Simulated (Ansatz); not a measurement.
Basis sets compared for SbMe3 (C₃H₉Sb). The state is a singlet with charge 0. Geometry PBE0-D4/def2-SVP. Ansatz on 4 threads of Arm Neoverse V2 on a shared host; times are rough, and most runs start from earlier orbitals.

```tsv
atom	x (Å)	y (Å)	z (Å)
Sb1	1.007	0.462	0.465
C2	0.255	1.058	-1.484
H3	0.068	2.142	-1.495
H4	-0.681	0.525	-1.709
H5	1.001	0.824	-2.257
C6	-0.918	0.660	1.452
H7	-1.701	0.163	0.860
H8	-1.169	1.724	1.566
H9	-0.872	0.202	2.451
C10	0.778	-1.664	0.085
H11	0.881	-2.223	1.027
H12	1.560	-2.005	-0.609
H13	-0.210	-1.868	-0.352
```

In the def2 sets Sb takes a core potential; there is no spin–orbit coupling.

Binding counts from free atoms (Sb quartet, C triplet, H doublet) in the same basis, without a counterpoise term.

```tsv
level	functions	energy (Eh)	HOMO (eV)	LUMO (eV)	binding per atom (eV)	wall time
PBE-D4/def2-SVP	113	-359.7087	-5.35	-0.15	3.70	0.8 s
PBE0-D4/def2-SVP	113	-359.7488	-6.37	0.62	3.65	0.95 s
```

Q: Estimate the rows for PBE-D4/def2-TZVP, PBE0-D4/def2-TZVP.

A: 
```json
{"level": "PBE-D4/def2-TZVP", "functions": "197", "energy (Eh)": "-359.8577", "HOMO (eV)": "-5.48", "LUMO (eV)": "-0.51", "binding per atom (eV)": "3.70", "wall time": "1.4 s"}
{"level": "PBE0-D4/def2-TZVP", "functions": "197", "energy (Eh)": "-359.8920", "HOMO (eV)": "-6.46", "LUMO (eV)": "0.22", "binding per atom (eV)": "3.65", "wall time": "1.9 s"}
```
